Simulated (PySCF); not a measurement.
# Selenium: a sound run and one with changed settings

Sound run: Se⁺ [Ar] 3d10 4s2 4p3, Se²⁺ [Ar] 3d10 4s2 4p2. Computed with PySCF 2.14 in aug-cc-pVDZ-DK (6s5p3d, 36 functions), with the spin-free X2C one-electron Hamiltonian (Gaussian nucleus). In the sound run the correlated levels freeze [Ar] 3d10. The sound run starts from symmetry-adapted Hartree-Fock orbitals and uses a fine grid where one is needed.

Changed run: initial guess 1e, at most 50 SCF cycles, level shift 0.5 hartree.

```
species   method  sound run (hartree)  changed run (hartree)  converged
    Se⁺      UHF          -2427.64781            -2427.64781        yes
    Se⁺     MN15          -2430.93375            -2430.93375        yes
    Se⁺     TPSS          -2429.28716            -2429.28716        yes
    Se⁺      MP2          -2427.70519            -2427.68685        yes
    Se⁺  CCSD(T)          -2427.72077            -2427.72077        yes
   Se²⁺      UHF          -2426.88192            -2426.88192        yes
   Se²⁺     MN15          -2430.14607            -2430.14607        yes
   Se²⁺     TPSS          -2428.50222            -2428.50222        yes
   Se²⁺      MP2          -2426.92590            -2426.91199        yes
   Se²⁺  CCSD(T)          -2426.94297            -2426.94297        yes
```

Ionisation energy of Se⁺:

| method | sound run (eV) | changed run (eV) |
| --- | --- | --- |
| UHF | 20.841 | 20.841 |
| MN15 | 21.434 | 21.434 |
| TPSS | 21.359 | 21.359 |
| MP2 | 21.206 | 21.085 |
| SCS-MP2 | 21.078 | 20.998 |
| CCSD | 21.159 | 21.159 |
| CCSD(T) | 21.165 | 21.165 |

A level shift leaves the converged SCF energy unchanged but raises the virtual orbital energies, which shrinks MP2 if it is not removed.

For comparison, NIST gives 21.196 ± 0.01 eV between the lowest levels.
